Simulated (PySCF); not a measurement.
**Computed properties of FHSe2, SMILES [SeH][Se]F**

FHSe2, SMILES F[Se][SeH]. Geometry optimised at B3LYP-D3(BJ)/def2-TZVP. One conformer was computed; it need not be the lowest. All values are computed for the isolated molecule unless a solvent is named; none is compared with measurement here.

**Structure.** All 6 harmonic modes at B3LYP-D3(BJ)/def2-TZVP (PySCF) are real, so it is a minimum. With heavy atoms numbered as in [Se:1]([F:2])[SeH:3], the shortest bond between them is Se1–F2 at 1.787 Å and the longest Se1–Se3 at 2.295 Å.

**Vibrations.** The strongest infrared lines (harmonic, unscaled, degenerate partners summed) lie at 608 cm⁻¹ (98 km/mol, F 81 %, Se 19 %), 2340 cm⁻¹ (15 km/mol, H 99 %), 371 cm⁻¹ (6 km/mol, H 94 %). The softest mode is at 178 cm⁻¹ and the zero-point energy is 6.5 kcal/mol.

**Electronic structure.** HF/def2-TZVPD (PySCF) places the frontier levels at -10.14 and 0.79 eV, a gap of 10.93 eV, and gives a dipole moment of 2.35 D and a mean polarisability of 56.2 bohr³.

**Excitations.** TDA-M06-2X/def2-SVPD (PySCF) has S1 at 3.49 eV (355 nm, f = 0.001, dark); the most intense of the 10 singlets computed lies at 7.45 eV (f = 0.36). T1 (TDA) is at 2.70 eV, 0.79 eV under S1. No vertical singlet excitation falls in the visible range (under 3.1 eV).

**NMR.** GIAO shifts at HF/pcSseg-2 (PySCF) (non-relativistic, atoms alike by connectivity averaged): ¹H at 6.0 ppm against TMS; ¹⁹F at -354.8 ppm against CFCl3.
